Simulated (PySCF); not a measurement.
PySCF 2.14 output of an unrestricted PW91 calculation on a single atom or ion in aug-cc-pVQZ-X2C, with scalar relativity by spin-free X2C-1e:

```
SCF conv_tol = 1e-09
number electrons alpha = 10  beta = 9
    J. P. Perdew. In P. Ziesche and H. Eschrig, editors, Proceedings of the 75. WE-Heraeus-Seminar and 21st Annual International Symposium on Electronic Structure of Solids, 11. Berlin, 1991. Akademie Verlag.
    J. P. Perdew, J. A. Chevary, S. H. Vosko, K. A. Jackson, M. R. Pederson, D. J. Singh, and C. Fiolhais.,  Phys. Rev. B 46, 6671 (1992)
    J. P. Perdew, J. A. Chevary, S. H. Vosko, K. A. Jackson, M. R. Pederson, D. J. Singh, and C. Fiolhais.,  Phys. Rev. B 48, 4978 (1993)
    J. P. Perdew. In P. Ziesche and H. Eschrig, editors, Proceedings of the 75. WE-Heraeus-Seminar and 21st Annual International Symposium on Electronic Structure of Solids, 11. Berlin, 1991. Akademie Verlag.
    J. P. Perdew, J. A. Chevary, S. H. Vosko, K. A. Jackson, M. R. Pederson, D. J. Singh, and C. Fiolhais.,  Phys. Rev. B 46, 6671 (1992)
    J. P. Perdew, J. A. Chevary, S. H. Vosko, K. A. Jackson, M. R. Pederson, D. J. Singh, and C. Fiolhais.,  Phys. Rev. B 48, 4978 (1993)
cycle= 1 E= -602.227230783268  delta_E= -0.00319  |g|= 0.00527  |ddm|= 4.15
cycle= 2 E= -602.227260429776  delta_E= -2.96e-05  |g|= 0.00161  |ddm|= 0.407
cycle= 3 E= -602.22726275236  delta_E= -2.32e-06  |g|= 0.00014  |ddm|= 0.104
cycle= 4 E= -602.227262794199  delta_E= -4.18e-08  |g|= 1.24e-05  |ddm|= 0.0236
cycle= 5 E= -602.227262794638  delta_E= -4.39e-10  |g|= 4.6e-07  |ddm|= 0.00207
converged SCF energy = -602.227262794638  <S^2> = 0.75002957  2S+1 = 2.0000296
```

The run itself started from symmetry-adapted Hartree-Fock orbitals and held the occupation by maximum overlap, on a logarithmic radial grid, so the iterations belong to that start.

Which element, charge and spin multiplicity is this?

K (potassium, neutral), multiplicity 2; the state was [Ar] 4s1, 2S determinant.
